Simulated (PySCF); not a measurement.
# Sm2S3 at several levels of theory

Computed with PySCF 2.14.0 (density fitting, no spin-orbit coupling) at the geometry relaxed with r2SCAN:

```xyz
5
Sm2S3 (singlet in the valence; each metal's 4f electrons, 5 of them, lie in its core potential, out of spins and levels)
Sm    0.0000    0.0000    1.5943
Sm    0.0000    0.0000   -1.5943
S     2.0610    0.0000    0.0000
S    -1.0305    1.7849    0.0000
S    -1.0305   -1.7848    0.0000
```

```tsv
level	basis	state	HOMO (eV)	gap (eV)	charge on Sm1 (e)	population of f-type functions on Sm1 (polarisation alone where 4f lies in the core)	dipole about the centre of mass (D)	largest force component (eV/Å)
r2SCAN	Sm lcecp-1-SVP with ECP51, S def2-SVP	singlet	-4.38	2.11	0.79	0.04	0.00	0.01
wB97X	the same	singlet	-7.12	6.93	0.81	0.05	0.00	0.23
M06-L	the same	singlet	-4.20	2.06	0.96	0.04	0.01	0.12
BLYP	the same	singlet	-3.99	1.66	0.60	0.04	0.00	0.51
CAM-B3LYP	the same	singlet	-6.19	4.98	0.75	0.05	0.00	0.10
```

In the lcecp rows the 4f levels are missing from HOMO and gap, and the state counts the valence alone.

Charges are Mulliken's, which hang on the basis. The relaxation used the grid (50, 194), these runs (75, 302) or, all-electron (x2c bases, spin-free X2C Hamiltonian), (99, 590).

**Question.** What does r2SCAN with Sm lcecp-1-TZVP with ECP51, S def2-TZVP give here?

**Answer.** state singlet, HOMO (eV) -4.44, gap (eV) 2.19, charge on Sm1 (e) 1.13, population of f-type functions on Sm1 (polarisation alone where 4f lies in the core) 0.05, dipole about the centre of mass (D) 0.00, largest force component (eV/Å) 0.17. Time: 34 s on 2 threads of Arm Neoverse V1, on a shared host, from free ions and atoms.

In the first row's basis the gap widens with exact exchange: 1.7 to 2.1 eV for BLYP, M06-L, r2SCAN (none); 5.0 to 6.9 eV for CAM-B3LYP, wB97X (rising or full at long range).

No frequency check is given that shows the relaxed geometry to be a minimum. An lcecp potential fixes the number of 4f electrons, so in runs with it no electron can move into or out of that shell.
